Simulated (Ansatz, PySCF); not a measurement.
Gas-phase reaction (SMILES): [Cl][GeH]([Cl])[Cl] + Cl (HCl) → [Cl][Ge]([Cl])([Cl])[Cl] [tetrachlorogermane] + [H][H] (H2); hydrogen chloride cleaves one Ge-H bond, a model of a ligand-exchange step.

Structures are relaxed separately at B3LYP-D3(BJ)/def2-TZVP in Ansatz (a quantum-chemistry and plane-wave program). Cores are frozen in the correlated levels unless marked. No spin-orbit coupling. The frozen core is the preceding noble-gas configuration, with the filled d and f shells of earlier blocks. Non-relativistic. Basis-set limits of correlation are two-point, X^-3; Hartree-Fock from the larger set. Thermal terms are rigid-rotor harmonic-oscillator values from B3LYP-D3(BJ) frequencies (Ansatz or PySCF) at 298.15 K and 1 atm. 1 Eh = 627.5095 kcal/mol.

```
species                   E, CCSD(T)/CBS(def2-TZVPPD,def2-QZVPPD) (Ansatz) (Eh)  E, wB97M-V/def2-TZVPD (Ansatz) (Eh)  H - E (Eh)
------------------------  -----------------------------------------------------  -----------------------------------  ----------
[Cl][GeH]([Cl])[Cl]                                                 -3455.58285                          -3458.19871     0.01892
Cl (HCl)                                                             -460.37886                           -460.79070     0.01000
[Cl][Ge]([Cl])([Cl])[Cl]                                            -3914.80489                          -3917.84440     0.01375
[H][H] (H2)                                                            -1.17452                             -1.16077     0.01336
```

Q: Work out ΔE and ΔH at 298.15 K at the first level, then ΔH at the second.

A: 
1. ΔE = [(-3914.80489) + (-1.17452)] - [(-3455.58285) + (-460.37886)] = -0.01770 Eh = -11.1 kcal/mol at CCSD(T)/CBS(def2-TZVPPD,def2-QZVPPD).
2. The terms H - E add up to -0.00181 Eh, so ΔH = (-0.01770 + (-0.00181))×627.5095 = -12.2 kcal/mol.
3. At wB97M-V/def2-TZVPD the same steps give ΔE = -9.9 and ΔH = -11.0 kcal/mol, a shift of +1.2 from the first level.
4. These values are not checked against measurement here, since the tables used lack a sound gas-phase enthalpy of formation for at least one species.
